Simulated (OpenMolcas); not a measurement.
Cu3+ among 6 point charges of -1 e arranged as a tetragonal octahedron (D4h). The axial distance is 1.12 times the equatorial one, R.

```
Program             : OpenMolcas 26.06
Method              : CASSCF
Basis               : ANO-RCC-VTZP [6s5p3d2f1g]
Scalar Hamiltonian  : DKH2, point nucleus
Active space        : 8 electrons in 5 orbitals (3d)
State averaging     : 2S+1 = 3 even, 10 roots; 2S+1 = 1 even, 15 roots
Spin-orbit coupling : state interaction with AMFI integrals over the reference wave functions
```

All point charges move together. At R = 1.53 Å the first state of the same spin is 2636 cm-1, and at R = 1.69 Å it is 1613 cm-1.

Q: A third run gives 1203 cm-1. What distance was it run at?

A: With a power law R^-n the two known points give n = -ln(1613 / 2636) / ln(1.69 / 1.53) = 4.94. Then R = 1.53 × (2636 / 1203)^(1/4.94) = 1.793 Å. The run was at 1.79 Å, so the estimate is off by +0.003 Å.

Without dynamic correlation the repulsion within the d shell is too large (B by tens of per cent), so at a given field states of lower spin stand too high. Point charges give a weaker field than real ligands, and real ions of this kind are often low spin; the high spin found here belongs to the model. The ground term spreads over less than 5000 cm-1, several times less than with real ligands, so orbital moments are less quenched and χT lies further from the spin-only value than at real sites (holds for R = 1.69; R = 1.79). This is an electrostatic model: the charges have no orbitals. No measured value stands beside these numbers.
